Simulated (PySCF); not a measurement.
Dissociation curve of SiS, singlet.

Computed with: RMP2 = MP2 on RHF/cc-pVTZ, 10 core orbitals frozen (PySCF); RKS-B3LYP/6-31G* = PySCF 2.14.0 with restricted B3LYP/6-31G*, spherical d; CASSCF(10,8)/cc-pVTZ (PySCF); UCCSD(T) = PySCF 2.14.0 with CCSD(T) on UHF/cc-pVTZ, 10 core orbitals frozen.

Energies relative to the lowest point of each curve near equilibrium, in kcal/mol:

```csv
R / Å,RMP2,RKS-B3LYP/6-31G*,"CASSCF(10,8)"
1.45,201.0,199.8,201.3
1.53,122.8,122.2,123.1
1.73,23.7,23.8,24.1
1.93,0.0,0.0,0.2
1.97,0.0,0.0,0.0
2.42,42.0,39.6,37.4
3.22,162.0,122.5,107.9
4.29,205.4,176.4,129.6
4.71,210.2,185.9,130.5
5.21,212.8,190.6,130.9
5.83,214.0,193.3,131.0
6.74,214.5,195.1,131.1
```

Problem. Estimate the UCCSD(T) values at these points.

Solution. 1.45: 202.0; 1.53: 123.7; 1.73: 24.2; 1.93: 0.1; 1.97: 0.0; 2.42: 42.3; 3.22: 117.4; 4.29: 135.8; 4.71: 136.4; 5.21: 136.8; 5.83: 137.0; 6.74: 137.2 (kcal/mol).

The restricted form behind RMP2, RKS-B3LYP/6-31G* keeps the bonding electrons paired and can't separate into open-shell fragments. The T1 diagnostic of CCSD on the restricted reference of RMP2 exceeds 0.045 at 2.42 to 3.51 Å. The unrestricted solution behind UCCSD(T) changes between 2.59 and 2.89 Å, which can leave a kink. The unrestricted determinant behind UCCSD(T) is spin-contaminated at 2.26 to 7.79 Å (<S²> up to 2.0, against 0.00 for a pure singlet).
